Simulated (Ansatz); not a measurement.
Species: sum formula BNH₂F, charge 0, multiplicity 2. It need not be the lowest isomer of its formula. SMILES: [B](N)F
Coordinates optimised at B3LYP-D3(BJ)/def2-TZVP (Ansatz, a first-principles code):
```xyz
5

B      0.1684     0.1379    -0.4888
F      1.1270    -0.4449     0.2227
N     -1.1090     0.3499     0.0053
H     -1.8323     0.7908    -0.5344
H     -1.3894     0.0740     0.9376
```
Charge 0, spin multiplicity 2.

Atomisation energy built up term by term with Ansatz (kcal/mol; UHF references for open shells; valence terms freeze the core; atomic spin-orbit terms are left out). CBS marks a two-point X^-3 extrapolation of the correlation energy; Hartree-Fock from the larger set (for Q and 5 zeta extrapolated as (X+1)exp(-9√X)).

| term | basis | kcal/mol |
|---|---|---|
| Hartree-Fock | CBS(cc-pVQZ,cc-pV5Z) | 324.89 |
| CCSD correlation | CBS(cc-pVQZ,cc-pV5Z) | 112.39 |
| (T) | CBS(cc-pVQZ,cc-pV5Z) | 8.17 |
| CCSDT - CCSD(T) | cc-pVDZ | 0.06 |
| core correlation | cc-pwCVTZ | 2.03 |
| scalar relativity (X2C) | cc-pVTZ-DK against cc-pVTZ | -0.55 |
| sum: De |  | 447.0 |

(T) makes 1.8 % of the CCSD(T) atomisation energy; under 5 % is typical of single-reference molecules.
